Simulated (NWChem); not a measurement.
System: C$_{3}$H$_{5}$Br; SMILES C/C=C\Br

NWChem input:

```
start job
memory heap 200 mb stack 900 mb global 1100 mb
geometry units angstroms noautosym nocenter noautoz
  C     -0.875967     2.194576     0.000000
  C      0.548395     1.731931     0.000000
  C      1.018253     0.486392     0.000000
  Br    -0.069181    -1.093138     0.000000
  H     -1.576876     1.356738     0.000000
  H     -1.078594     2.817031    -0.881294
  H     -1.078594     2.817031     0.881294
  H      1.312308     2.511304     0.000000
  H      2.072943     0.241609     0.000000
end
basis spherical
  * library 6-31g*
end
dft
  xc pbe0
  iterations 150
end
cosmo
  do_cosmo_smd true
  solvent dmso
end
task dft energy
```

Output (shortened):

```
             Northwest Computational Chemistry Package (NWChem) 7.3.0
             --------------------------------------------------------

                             Geometry "geometry" -> ""
                             -------------------------

 Output coordinates in angstroms (scale by  1.889725989 to convert to a.u.)

  No.       Tag          Charge          X              Y              Z
 ---- ---------------- ---------- -------------- -------------- --------------
    1 C                    6.0000    -0.87596700     2.19457600     0.00000000
    2 C                    6.0000     0.54839500     1.73193100     0.00000000
    3 C                    6.0000     1.01825300     0.48639200     0.00000000
    4 Br                  35.0000    -0.06918100    -1.09313800     0.00000000
    5 H                    1.0000    -1.57687600     1.35673800     0.00000000
    6 H                    1.0000    -1.07859400     2.81703100    -0.88129400
    7 H                    1.0000    -1.07859400     2.81703100     0.88129400
    8 H                    1.0000     1.31230800     2.51130400     0.00000000
    9 H                    1.0000     2.07294300     0.24160900     0.00000000

 Effective nuclear repulsion energy (a.u.)     220.7821737158

                                 NWChem DFT Module
                                 -----------------

 Summary of "ao basis" -> "ao basis" (spherical)
 ------------------------------------------------------------------------------
       Tag                 Description            Shells   Functions and Types
 ---------------- ------------------------------  ------  ---------------------
 C                           6-31g*                  6       14   3s2p1d
 Br                          6-31g*                 12       32   5s4p3d
 H                           6-31g*                  2        2   2s

 in cosmo_initialize ...
 calling solv_data for solv:dmso

 solvent parameters
 solvname_short: dmso
 solvname_long:  dimethylsulfoxide
 dielec:       46.8260
 dielecinf:     2.0079
 nonaqueous SMD model solvent descriptors
 dielec:       46.8260
 sola:          0.0000
 solb:          0.8800
 solc:          0.0000
 solg:         61.7800
 solh:          0.0000
 soln:          1.4170

          ---------------
          -cosmo- solvent
          ---------------
 Cosmo: York-Karplus, doi: 10.1021/jp992097l
 dielectric constant -eps-     =  46.83
 screen = (eps-1)/(eps    )    =   0.97864
 surface charge correction     = lagrangian

[...]

                                COSMO-SMD solvation results
                                ---------------------------

             internal energy in gas <Psi(g)|H|Psi(g)> =     -2690.706525084186
         internal energy in solvent <Psi(s)|H|Psi(s)> =     -2690.705856848553
                               delta internal energy  =         0.000668235633 (    0.42 kcal/mol)
   total free energy in solvent <Psi(s)|H+V/2|Psi(s)> =     -2690.710949195218
 polarization energy contribution <Psi(s)|V/2|Psi(s)> =        -0.005092346665 (   -3.20 kcal/mol)
    total free energy in solvent including G(SMD-CDS) =     -2690.711433322149
                       G(SMD-CDS) energy contribution =        -0.000484126931 (   -0.30 kcal/mol)
     1 M fixed-concentration free energy of solvation =        -0.004908237963 (   -3.08 kcal/mol)

                       DFT Final Molecular Orbital Analysis
                       ------------------------------------

 Vector   27  Occ=2.000000D+00  E=-3.401700D-01
              MO Center=  1.9D-01, -2.0D-01, -7.6D-08, r^2= 3.0D+00
   Bfn.  Coefficient  Atom+Function         Bfn.  Coefficient  Atom+Function
  ----- ------------  ---------------      ----- ------------  ---------------
    55      0.589542  4 Br pz                33      0.274610  3 C  pz
    51     -0.267089  4 Br pz                59      0.247107  4 Br pz
    37      0.194951  3 C  pz                19      0.143133  2 C  pz
     5     -0.127558  1 C  pz                47      0.080141  4 Br pz
    23      0.079670  2 C  pz                77      0.077858  6 H  s

 Vector   28  Occ=2.000000D+00  E=-2.979337D-01
              MO Center= -2.2D-03, -9.4D-01, -1.4D-08, r^2= 1.9D+00
   Bfn.  Coefficient  Atom+Function         Bfn.  Coefficient  Atom+Function
  ----- ------------  ---------------      ----- ------------  ---------------
    53      0.657595  4 Br px                54     -0.392226  4 Br py
    49     -0.294388  4 Br px                57      0.294152  4 Br px
    58     -0.182640  4 Br py                50      0.175406  4 Br py
    20      0.125338  2 C  s                 84     -0.112957  9 H  s
    31     -0.094748  3 C  px                83     -0.091358  9 H  s

 Vector   29  Occ=2.000000D+00  E=-2.548840D-01
              MO Center=  3.4D-01,  4.1D-01, -3.4D-08, r^2= 3.3D+00
   Bfn.  Coefficient  Atom+Function         Bfn.  Coefficient  Atom+Function
  ----- ------------  ---------------      ----- ------------  ---------------
    55      0.500367  4 Br pz                19     -0.328882  2 C  pz
    33     -0.315068  3 C  pz                23     -0.252441  2 C  pz
    59      0.250492  4 Br pz                37     -0.232316  3 C  pz
    51     -0.221014  4 Br pz                 5      0.101201  1 C  pz
    78     -0.090600  6 H  s                 80      0.090600  7 H  s

 Vector   30  Occ=0.000000D+00  E= 1.776165D-02
              MO Center=  6.2D-01,  1.1D+00,  6.7D-07, r^2= 2.5D+00
   Bfn.  Coefficient  Atom+Function         Bfn.  Coefficient  Atom+Function
  ----- ------------  ---------------      ----- ------------  ---------------
    23      0.622758  2 C  pz                37     -0.613601  3 C  pz
    19      0.433328  2 C  pz                33     -0.411784  3 C  pz
    78      0.210587  6 H  s                 80     -0.210587  7 H  s
    55      0.153509  4 Br pz                59      0.150697  4 Br pz
    77      0.088775  6 H  s                 79     -0.088775  7 H  s

[...]
```

Level: PBE0/6-31G* (spherical d), SMD on the gas-phase geometry. Structure relaxed at the B3LYP/6-31G* (spherical d) level. Solvent: dimethyl sulfoxide.
